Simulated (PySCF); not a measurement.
C6H17AlN2.
SMILES with atom numbers: `[CH2:1]=[CH:2][Al@@H-:3]([NH:4][CH3:5])[N+:6]([CH3:7])([CH3:8])[CH3:9]` (hydrogens: H10, H11 on C1; H12 on C2; H13 on Al3; H14 on N4; H15, H16, H17 on C5; H18, H19, H20 on C7; H21, H22, H23 on C8; H24, H25, H26 on C9)
Bond orders are those of one Lewis drawing.

Method: PySCF 2.14.0, PBE0-D3(BJ)/def2-SVP geometry optimisation, gas phase; density fitting, grid level 1; the optimiser is geomeTRIC in internal coordinates, started from a GFN2-xTB structure with every atom displaced at random (about 0.01 Å).

Step 2: E = -16053.7519 eV
```
atom  x, y, z in Å  |  force x, y, z in eV/Å
C1      2.0250    2.1068   -1.3131    0.013   0.042   0.010
C2      1.7397    1.2357   -0.3311    0.113  -0.082  -0.044
Al3     0.5936   -0.3479   -0.6173   -0.030  -0.018  -0.122
N4      0.9372   -1.7819    0.4533   -0.090   0.119   0.054
C5      2.2290   -2.3908    0.6436    0.000   0.059   0.044
N6     -1.2698    0.2581    0.0963    0.031  -0.003  -0.007
C7     -1.6854    1.4080   -0.7150   -0.018   0.018   0.017
C8     -1.1396    0.6398    1.5051   -0.008   0.000   0.071
C9     -2.2244   -0.8422   -0.0657    0.021   0.008  -0.037
H10     1.6096    1.9981   -2.3250   -0.022  -0.030   0.019
H11     2.6933    2.9691   -1.1789   -0.005   0.009   0.004
H12     2.2452    1.4298    0.6293   -0.042   0.024   0.020
H13     0.1647   -0.5473   -2.1659   -0.031   0.004   0.033
H14     0.1902   -2.3729    0.8008    0.028  -0.111  -0.049
H15     2.3376   -3.3792    0.1533    0.015  -0.006  -0.006
H16     3.0151   -1.7461    0.2147    0.011  -0.002   0.014
H17     2.4975   -2.5289    1.7102    0.003  -0.025   0.006
H18    -1.7014    1.1167   -1.7740   -0.011  -0.001  -0.002
H19    -2.6883    1.7565   -0.4105    0.008   0.005   0.001
H20    -0.9573    2.2208   -0.5915    0.009  -0.010  -0.014
H21    -0.4035    1.4511    1.5914   -0.011  -0.008  -0.001
H22    -2.1065    0.9785    1.9189    0.000   0.000  -0.023
H23    -0.7709   -0.2204    2.0801    0.027   0.007  -0.021
H24    -2.2145   -1.1792   -1.1122   -0.008   0.007   0.005
H25    -1.9359   -1.6846    0.5767   -0.006   0.002   0.005
H26    -3.2461   -0.5208    0.2038    0.000  -0.010   0.020
```

Step 3: E = -16053.7822 eV
```
atom  x, y, z in Å  |  force x, y, z in eV/Å
C1      2.0206    2.0868   -1.3241   -0.038  -0.144  -0.180
C2      1.7415    1.1795   -0.3752    0.076  -0.001   0.136
Al3     0.5663   -0.3775   -0.6928    0.014   0.046  -0.004
N4      0.8791   -1.7953    0.4016    0.105   0.063   0.046
C5      2.1886   -2.3009    0.7126    0.103  -0.074   0.220
N6     -1.2556    0.2476    0.0747   -0.070   0.114   0.042
C7     -1.6793    1.4250   -0.6926   -0.100  -0.059   0.055
C8     -1.0665    0.5905    1.4903   -0.128  -0.072  -0.068
C9     -2.2312   -0.8343   -0.0752   -0.023  -0.002  -0.028
H10     1.6225    1.9649   -2.3439    0.045   0.110   0.055
H11     2.6677    2.9598   -1.1648   -0.015   0.026  -0.001
H12     2.2090    1.3697    0.6066   -0.017  -0.020  -0.017
H13     0.1303   -0.5563   -2.2312   -0.073  -0.019  -0.056
H14     0.1699   -2.4639    0.6674   -0.162  -0.152  -0.085
H15     2.4421   -3.2528    0.2065    0.004  -0.050  -0.047
H16     2.9613   -1.5801    0.4059    0.059   0.094  -0.016
H17     2.3452   -2.4726    1.7990    0.004   0.010  -0.052
H18    -1.7565    1.1562   -1.7544   -0.031  -0.009  -0.019
H19    -2.6563    1.7953   -0.3289    0.064   0.001  -0.037
H20    -0.9199    2.2094   -0.5944    0.036   0.065   0.014
H21    -0.3227    1.3887    1.5647    0.093   0.140   0.019
H22    -2.0133    0.9264    1.9519    0.025  -0.032  -0.037
H23    -0.6716   -0.2886    2.0126    0.014  -0.044   0.044
H24    -2.2740   -1.1426   -1.1310   -0.021   0.012   0.052
H25    -1.9283   -1.6946    0.5349    0.037  -0.027  -0.006
H26    -3.2345   -0.5135    0.2573   -0.003   0.024  -0.031
```

Step 4: E = -16053.8080 eV
```
atom  x, y, z in Å  |  force x, y, z in eV/Å
C1      2.0198    2.0380   -1.3529    0.168   0.032  -0.045
C2      1.7547    1.0950   -0.4346   -0.179  -0.009  -0.001
Al3     0.5316   -0.4194   -0.7824    0.104   0.026   0.095
N4      0.8339   -1.8341    0.3211    0.208  -0.040   0.077
C5      2.1413   -2.1893    0.8057    0.154  -0.114   0.273
N6     -1.2454    0.2387    0.0539   -0.121   0.219   0.065
C7     -1.6784    1.4455   -0.6614   -0.084  -0.108   0.042
C8     -0.9881    0.5381    1.4712   -0.156  -0.064  -0.182
C9     -2.2479   -0.8194   -0.0760   -0.052  -0.033   0.034
H10     1.6587    1.9844   -2.3928   -0.053  -0.072   0.154
H11     2.6486    2.9097   -1.1326    0.039   0.090  -0.028
H12     2.1938    1.2717    0.5639    0.026  -0.013  -0.098
H13     0.0714   -0.5686   -2.3104   -0.112  -0.049  -0.083
H14     0.2022   -2.6100    0.4611   -0.214  -0.123  -0.178
H15     2.6061   -3.0530    0.2901   -0.004  -0.043  -0.063
H16     2.8426   -1.3516    0.6792    0.040   0.103  -0.018
H17     2.1535   -2.4377    1.8894   -0.009   0.040  -0.072
H18    -1.8354    1.2018   -1.7207   -0.033  -0.010  -0.017
H19    -2.6161    1.8418   -0.2283    0.064   0.001  -0.046
H20    -0.8857    2.1997   -0.6018    0.040   0.090   0.031
H21    -0.2393    1.3308    1.5327    0.115   0.188   0.023
H22    -1.9126    0.8640    1.9818    0.032  -0.050  -0.010
H23    -0.5647   -0.3588    1.9359   -0.017  -0.079   0.083
H24    -2.3583   -1.0936   -1.1361   -0.019   0.008   0.053
H25    -1.9278   -1.7010    0.4934    0.073  -0.038  -0.027
H26    -3.2240   -0.4957    0.3281   -0.009   0.049  -0.062
```

Task: Estimate the geometry and energy of step 5. (The exact step hangs on the optimiser's Hessian estimate; all steps are aligned on step 4, rigid shifts and turns removed.)

Result: E = -16053.8415 eV, largest force 0.282 eV/Å
```
atom  x, y, z in Å  |  force x, y, z in eV/Å
C1      2.0366    2.0275   -1.3660    0.085  -0.089  -0.114
C2      1.7677    1.0607   -0.4737   -0.174   0.108   0.090
Al3     0.5179   -0.4334   -0.8231    0.178  -0.016   0.117
N4      0.8444   -1.8687    0.2555    0.140  -0.083   0.065
C5      2.1202   -2.1563    0.8628    0.106  -0.015   0.182
N6     -1.2464    0.2440    0.0491   -0.083   0.213   0.064
C7     -1.6918    1.4561   -0.6482   -0.023  -0.094  -0.006
C8     -0.9627    0.5334    1.4631   -0.047  -0.027  -0.194
C9     -2.2534   -0.8114   -0.0625   -0.045  -0.056   0.056
H10     1.6620    1.9804   -2.3998   -0.033   0.029   0.074
H11     2.6716    2.8945   -1.1390    0.017   0.023  -0.014
H12     2.2147    1.2178    0.5232    0.034  -0.036  -0.026
H13     0.0200   -0.5683   -2.3424   -0.102  -0.062  -0.041
H14     0.2746   -2.7050    0.2809   -0.183  -0.046  -0.209
H15     2.7144   -2.9345    0.3418   -0.017  -0.011  -0.046
H16     2.7514   -1.2545    0.8789    0.021   0.046  -0.006
H17     2.0335   -2.4915    1.9182   -0.008   0.038  -0.050
H18    -1.8901    1.2164   -1.7019   -0.015  -0.004  -0.004
H19    -2.6093    1.8620   -0.1842    0.034   0.002  -0.025
H20    -0.8905    2.2046   -0.6143    0.021   0.056   0.026
H21    -0.2216    1.3374    1.5179    0.061   0.114   0.016
H22    -1.8809    0.8439    1.9928    0.022  -0.050   0.018
H23    -0.5211   -0.3655    1.9094   -0.037  -0.057   0.085
H24    -2.3970   -1.0746   -1.1208   -0.009   0.002   0.030
H25    -1.9123   -1.6980    0.4878    0.061  -0.026  -0.037
H26    -3.2174   -0.4902    0.3720   -0.003   0.041  -0.050
```

The energy changes by -0.0335 eV. The first-order estimate −F·Δx gives -0.0361 eV and the mean of the old and new forces, exact on a quadratic surface, -0.0318 eV. The step makes an angle of 84° with the force vector and moves no atom by more than 0.240 Å.

What follows is the cost of the whole optimisation. Hardware: one thread of an Arm Neoverse V1, shared host with 32 logical CPUs at a one-minute load of 14. Cost: 7.1 min wall, 0.98 GiB resident at most.
